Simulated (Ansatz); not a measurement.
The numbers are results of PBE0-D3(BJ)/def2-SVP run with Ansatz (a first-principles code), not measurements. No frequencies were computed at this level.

Ansatz 0.2 input:
```yaml
crystal:
  periodic: [false, false, false]
  atoms:
    - { symbol: C, position_ang: [2.333957, -0.942764, -0.311212] }
    - { symbol: O, position_ang: [1.028455, -0.487537, -0.509908] }
    - { symbol: Sn, position_ang: [0.110986, 0.916039, 0.65746] }
    - { symbol: Cl, position_ang: [1.111391, 2.976887, 0.474157] }
    - { symbol: Cl, position_ang: [0.155878, 0.215446, 2.87074] }
    - { symbol: O, position_ang: [-1.781949, 1.113187, -0.0067] }
    - { symbol: C, position_ang: [-2.572556, 0.057119, -0.479615] }
    - { symbol: H, position_ang: [3.074739, -0.147339, -0.423028] }
    - { symbol: H, position_ang: [2.464517, -1.425512, 0.660515] }
    - { symbol: H, position_ang: [2.499546, -1.686323, -1.095117] }
    - { symbol: H, position_ang: [-2.112314, -0.462888, -1.32166] }
    - { symbol: H, position_ang: [-2.81819, -0.660067, 0.307196] }
    - { symbol: H, position_ang: [-3.494458, 0.533753, -0.82283] }
basis:
  gaussian: { orbitals: def2-svp }
hamiltonian:
  xc: pbe0
  dispersion: d3bj
relax:
  max_steps: 150
```

Output:

```
[...]
reference -37117.25318155 eV, -1364.0338954442 hartree; 45, 45 occupied and 103, 103 virtual orbitals, 1641 factors
relax step   4: F+E_penalty+E_count = -37117.56337125 eV  Δ(F+E_penalty+E_count) = -1.644e-3 eV  max|allowed force component| = 4.084e-2 eV/Å  Δτ_max = 0.0247 Å  (32 SCF iters, accepted)
these checks for a lower state are left out or cut short: starts, cluster_reference, orbital_swaps, neighbouring_geometries, increment
1641 factors; integrals over basis functions are off by at most 3.0e-4 eV
mean field -37117.25370609 eV, -1364.0339147207 hartree, gradient 2.1e-5 eV, S^2 0.000000; 0 other end points of the search recorded, 0 dependent functions left out
reference -37117.25373936 eV, -1364.0339159432 hartree; 45, 45 occupied and 103, 103 virtual orbitals, 1641 factors
relax step   5: F+E_penalty+E_count = -37117.56547415 eV  Δ(F+E_penalty+E_count) = -2.103e-3 eV  max|allowed force component| = 6.665e-2 eV/Å  Δτ_max = 0.0757 Å  (32 SCF iters, accepted)
these checks for a lower state are left out or cut short: starts, cluster_reference, orbital_swaps, neighbouring_geometries, increment
1641 factors; integrals over basis functions are off by at most 3.0e-4 eV
mean field -37117.25459502 eV, -1364.0339473882 hartree, gradient 2.2e-5 eV, S^2 0.000000; 0 other end points of the search recorded, 0 dependent functions left out
reference -37117.25462829 eV, -1364.0339486109 hartree; 45, 45 occupied and 103, 103 virtual orbitals, 1641 factors
relax step   6: F+E_penalty+E_count = -37117.56658698 eV  Δ(F+E_penalty+E_count) = -1.113e-3 eV  max|allowed force component| = 5.599e-2 eV/Å  Δτ_max = 0.0399 Å  (32 SCF iters, accepted)
these checks for a lower state are left out or cut short: starts, cluster_reference, orbital_swaps, neighbouring_geometries, increment
1641 factors; integrals over basis functions are off by at most 3.1e-4 eV
mean field -37117.25364239 eV, -1364.0339123798 hartree, gradient 1.3e-5 eV, S^2 0.000000; 0 other end points of the search recorded, 0 dependent functions left out
reference -37117.25367587 eV, -1364.0339136099 hartree; 45, 45 occupied and 103, 103 virtual orbitals, 1641 factors
relax step   7: F+E_penalty+E_count = -37117.56564669 eV  Δ(F+E_penalty+E_count) = +9.403e-4 eV  max|allowed force component| = 2.585e-1 eV/Å  Δτ_max = 0.1332 Å  (31 SCF iters, rejected (line search))
these checks for a lower state are left out or cut short: starts, cluster_reference, orbital_swaps, neighbouring_geometries, increment
1641 factors; integrals over basis functions are off by at most 3.0e-4 eV
mean field evaluation 64: about -37117.2558 eV, gradient 5.6e-4 eV
mean field -37117.25584963 eV, -1364.0339934944 hartree, gradient 2.4e-5 eV, S^2 0.000000; 0 other end points of the search recorded, 0 dependent functions left out
reference -37117.25588315 eV, -1364.0339947261 hartree; 45, 45 occupied and 103, 103 virtual orbitals, 1641 factors
relax step   8: F+E_penalty+E_count = -37117.56595070 eV  Δ(F+E_penalty+E_count) = +6.363e-4 eV  max|allowed force component| = 1.100e-1 eV/Å  Δτ_max = 0.0666 Å  (32 SCF iters, rejected (line search))
these checks for a lower state are left out or cut short: starts, cluster_reference, orbital_swaps, neighbouring_geometries, increment
1641 factors; integrals over basis functions are off by at most 3.0e-4 eV
mean field -37117.25633143 eV, -1364.0340112001 hartree, gradient 2.2e-5 eV, S^2 0.000000; 0 other end points of the search recorded, 0 dependent functions left out
reference -37117.25636476 eV, -1364.0340124250 hartree; 45, 45 occupied and 103, 103 virtual orbitals, 1641 factors
relax step   9: F+E_penalty+E_count = -37117.56802040 eV  Δ(F+E_penalty+E_count) = -1.433e-3 eV  max|allowed force component| = 1.701e-2 eV/Å  Δτ_max = 0.0325 Å  (33 SCF iters, accepted)
these checks for a lower state are left out or cut short: starts, cluster_reference, orbital_swaps, neighbouring_geometries, increment
1641 factors; integrals over basis functions are off by at most 3.1e-4 eV
mean field -37117.25738238 eV, -1364.0340498218 hartree, gradient 2.5e-5 eV, S^2 0.000000; 0 other end points of the search recorded, 0 dependent functions left out
reference -37117.25741585 eV, -1364.0340510517 hartree; 45, 45 occupied and 103, 103 virtual orbitals, 1641 factors
relax step  10: F+E_penalty+E_count = -37117.56928037 eV  Δ(F+E_penalty+E_count) = -1.260e-3 eV  max|allowed force component| = 9.675e-2 eV/Å  Δτ_max = 0.0978 Å  (31 SCF iters, accepted)
these checks for a lower state are left out or cut short: starts, cluster_reference, orbital_swaps, neighbouring_geometries, increment
1641 factors; integrals over basis functions are off by at most 3.1e-4 eV
mean field -37117.25791546 eV, -1364.0340694121 hartree, gradient 2.2e-5 eV, S^2 0.000000; 0 other end points of the search recorded, 0 dependent functions left out
reference -37117.25794896 eV, -1364.0340706431 hartree; 45, 45 occupied and 103, 103 virtual orbitals, 1641 factors
relax step  11: F+E_penalty+E_count = -37117.56940408 eV  Δ(F+E_penalty+E_count) = -1.237e-4 eV  max|allowed force component| = 1.885e-1 eV/Å  Δτ_max = 0.0546 Å  (32 SCF iters, accepted)
these checks for a lower state are left out or cut short: starts, cluster_reference, orbital_swaps, neighbouring_geometries, increment
1641 factors; integrals over basis functions are off by at most 3.1e-4 eV
mean field -37117.25887875 eV, -1364.0341048125 hartree, gradient 2.2e-5 eV, S^2 0.000000; 0 other end points of the search recorded, 0 dependent functions left out
reference -37117.25891221 eV, -1364.0341060420 hartree; 45, 45 occupied and 103, 103 virtual orbitals, 1641 factors
relax step  12: F+E_penalty+E_count = -37117.57092642 eV  Δ(F+E_penalty+E_count) = -1.522e-3 eV  max|allowed force component| = 8.883e-2 eV/Å  Δτ_max = 0.0221 Å  (33 SCF iters, accepted)
these checks for a lower state are left out or cut short: starts, cluster_reference, orbital_swaps, neighbouring_geometries, increment
1641 factors; integrals over basis functions are off by at most 3.1e-4 eV
mean field evaluation 96: about -37117.1878 eV, gradient 3.0e-3 eV
mean field -37117.25908026 eV, -1364.0341122179 hartree, gradient 2.2e-5 eV, S^2 0.000000; 0 other end points of the search recorded, 0 dependent functions left out
reference -37117.25911371 eV, -1364.0341134469 hartree; 45, 45 occupied and 103, 103 virtual orbitals, 1641 factors
relax step  13: F+E_penalty+E_count = -37117.57144795 eV  Δ(F+E_penalty+E_count) = -5.215e-4 eV  max|allowed force component| = 3.999e-2 eV/Å  Δτ_max = 0.0178 Å  (33 SCF iters, accepted)
these checks for a lower state are left out or cut short: starts, cluster_reference, orbital_swaps, neighbouring_geometries, increment
1642 factors; integrals over basis functions are off by at most 3.1e-4 eV
mean field -37117.25935954 eV, -1364.0341224813 hartree, gradient 2.2e-5 eV, S^2 0.000000; 0 other end points of the search recorded, 0 dependent functions left out
reference -37117.25939297 eV, -1364.0341237096 hartree; 45, 45 occupied and 103, 103 virtual orbitals, 1642 factors
relax step  14: F+E_penalty+E_count = -37117.57204873 eV  Δ(F+E_penalty+E_count) = -6.008e-4 eV  max|allowed force component| = 2.520e-2 eV/Å  Δτ_max = 0.0523 Å  (31 SCF iters, accepted)
these checks for a lower state are left out or cut short: starts, cluster_reference, orbital_swaps, neighbouring_geometries, increment
1642 factors; integrals over basis functions are off by at most 3.1e-4 eV
mean field -37117.25904344 eV, -1364.0341108647 hartree, gradient 2.3e-5 eV, S^2 0.000000; 0 other end points of the search recorded, 0 dependent functions left out
reference -37117.25907682 eV, -1364.0341120913 hartree; 45, 45 occupied and 103, 103 virtual orbitals, 1642 factors
relax step  15: F+E_penalty+E_count = -37117.57214123 eV  Δ(F+E_penalty+E_count) = -9.250e-5 eV  max|allowed force component| = 8.540e-2 eV/Å  Δτ_max = 0.0933 Å  (32 SCF iters, accepted)
these checks for a lower state are left out or cut short: starts, cluster_reference, orbital_swaps, neighbouring_geometries, increment
1642 factors; integrals over basis functions are off by at most 3.1e-4 eV
mean field -37117.25969427 eV, -1364.0341347821 hartree, gradient 2.3e-5 eV, S^2 0.000000; 0 other end points of the search recorded, 0 dependent functions left out
reference -37117.25972767 eV, -1364.0341360096 hartree; 45, 45 occupied and 103, 103 virtual orbitals, 1642 factors
relax step  16: F+E_penalty+E_count = -37117.57269023 eV  Δ(F+E_penalty+E_count) = -5.490e-4 eV  max|allowed force component| = 1.976e-2 eV/Å  Δτ_max = 0.0293 Å  (32 SCF iters, accepted)
these checks for a lower state are left out or cut short: starts, cluster_reference, orbital_swaps, neighbouring_geometries, increment
1642 factors; integrals over basis functions are off by at most 3.0e-4 eV
mean field evaluation 128: about -37117.2598 eV, gradient 2.3e-5 eV
mean field -37117.25982192 eV, -1364.0341394733 hartree, gradient 2.3e-5 eV, S^2 0.000000; 0 other end points of the search recorded, 0 dependent functions left out
reference -37117.25985532 eV, -1364.0341407008 hartree; 45, 45 occupied and 103, 103 virtual orbitals, 1642 factors
relax step  17: F+E_penalty+E_count = -37117.57285716 eV  Δ(F+E_penalty+E_count) = -1.669e-4 eV  max|allowed force component| = 1.005e-2 eV/Å  Δτ_max = 0.0163 Å  (32 SCF iters, accepted)
these checks for a lower state are left out or cut short: starts, cluster_reference, orbital_swaps, neighbouring_geometries, increment
1642 factors; integrals over basis functions are off by at most 3.0e-4 eV
mean field -37117.26004660 eV, -1364.0341477299 hartree, gradient 2.3e-5 eV, S^2 0.000000; 0 other end points of the search recorded, 0 dependent functions left out
reference -37117.26008004 eV, -1364.0341489588 hartree; 45, 45 occupied and 103, 103 virtual orbitals, 1642 factors
relax step  18: F+E_penalty+E_count = -37117.57305298 eV  Δ(F+E_penalty+E_count) = -1.958e-4 eV  max|allowed force component| = 1.299e-2 eV/Å  Δτ_max = 0.0425 Å  (32 SCF iters, accepted)
these checks for a lower state are left out or cut short: starts, cluster_reference, orbital_swaps, neighbouring_geometries, increment
1642 factors; integrals over basis functions are off by at most 3.0e-4 eV
mean field -37117.26002721 eV, -1364.0341470176 hartree, gradient 2.3e-5 eV, S^2 0.000000; 0 other end points of the search recorded, 0 dependent functions left out
reference -37117.26006069 eV, -1364.0341482479 hartree; 45, 45 occupied and 103, 103 virtual orbitals, 1642 factors
relax step  19: F+E_penalty+E_count = -37117.57303016 eV  Δ(F+E_penalty+E_count) = +2.282e-5 eV  max|allowed force component| = 2.998e-2 eV/Å  Δτ_max = 0.0443 Å  (32 SCF iters, rejected (line search))
these checks for a lower state are left out or cut short: starts, cluster_reference, orbital_swaps, neighbouring_geometries, increment
1642 factors; integrals over basis functions are off by at most 3.0e-4 eV
mean field -37117.26011985 eV, -1364.0341504219 hartree, gradient 2.3e-5 eV, S^2 0.000000; 0 other end points of the search recorded, 0 dependent functions left out
reference -37117.26015330 eV, -1364.0341516514 hartree; 45, 45 occupied and 103, 103 virtual orbitals, 1642 factors
relax step  20: F+E_penalty+E_count = -37117.57312991 eV  Δ(F+E_penalty+E_count) = -7.692e-5 eV  max|allowed force component| = 6.400e-3 eV/Å  Δτ_max = 0.0219 Å  (32 SCF iters, accepted)
these checks for a lower state are left out or cut short: starts, cluster_reference, orbital_swaps, neighbouring_geometries, increment
1642 factors; integrals over basis functions are off by at most 3.0e-4 eV
mean field -37117.26011235 eV, -1364.0341501463 hartree, gradient 2.3e-5 eV, S^2 0.000000; 0 other end points of the search recorded, 0 dependent functions left out
reference -37117.26014583 eV, -1364.0341513765 hartree; 45, 45 occupied and 103, 103 virtual orbitals, 1642 factors
relax step  21: F+E_penalty+E_count = -37117.57315607 eV  Δ(F+E_penalty+E_count) = -2.617e-5 eV  max|allowed force component| = 5.777e-3 eV/Å  Δτ_max = 0.0182 Å  (32 SCF iters, accepted)
1642 factors; integrals over basis functions are off by at most 3.0e-4 eV
mean field evaluation 160: about -37108.5735 eV, gradient 6.3e1 eV
mean field -37117.26011235 eV, -1364.0341501463 hartree, gradient 2.3e-5 eV, S^2 0.000000; 1 other end points of the search recorded, 0 dependent functions left out
reference -37117.26014583 eV, -1364.0341513765 hartree; 45, 45 occupied and 103, 103 virtual orbitals, 1642 factors
Total energy: -37117.57318955 eV, -1364.0456555212 hartree
Atom 0 at     2.401128    -0.867169    -0.297902 Å, force    -0.004077     0.002565    -0.003779 eV/Å
Atom 1 at     1.134418    -0.412255    -0.711419 Å, force     0.003530    -0.002824     0.001717 eV/Å
Atom 2 at     0.107333     0.828784     0.408385 Å, force     0.000653    -0.001552     0.005777 eV/Å
Atom 3 at     1.195807     2.870489     0.577086 Å, force    -0.000932     0.001117    -0.003005 eV/Å
Atom 4 at    -0.116418    -0.126361     2.528530 Å, force    -0.000560    -0.001959    -0.001981 eV/Å
Atom 5 at    -1.654719     1.129742    -0.382847 Å, force    -0.003964    -0.002899    -0.000396 eV/Å
Atom 6 at    -2.620224     0.102253    -0.374134 Å, force     0.005527     0.000418    -0.001524 eV/Å
Atom 7 at     3.146351    -0.052299    -0.250517 Å, force    -0.001252    -0.002803     0.000851 eV/Å
Atom 8 at     2.371485    -1.369797     0.686048 Å, force     0.000961     0.001248     0.000334 eV/Å
Atom 9 at     2.750340    -1.600941    -1.041528 Å, force    -0.000688     0.002168     0.000912 eV/Å
Atom 10 at    -2.358612    -0.723814    -1.059485 Å, force    -0.002074     0.004003     0.002990 eV/Å
Atom 11 at    -2.786111    -0.319677     0.633727 Å, force     0.000813     0.001827    -0.001376 eV/Å
Atom 12 at    -3.570776     0.541047    -0.715945 Å, force     0.002063    -0.001310    -0.000519 eV/Å
Dipole moment:     0.017772    -0.331640    -0.046855 e Å
```

Cost: roughly 4 core-minutes.
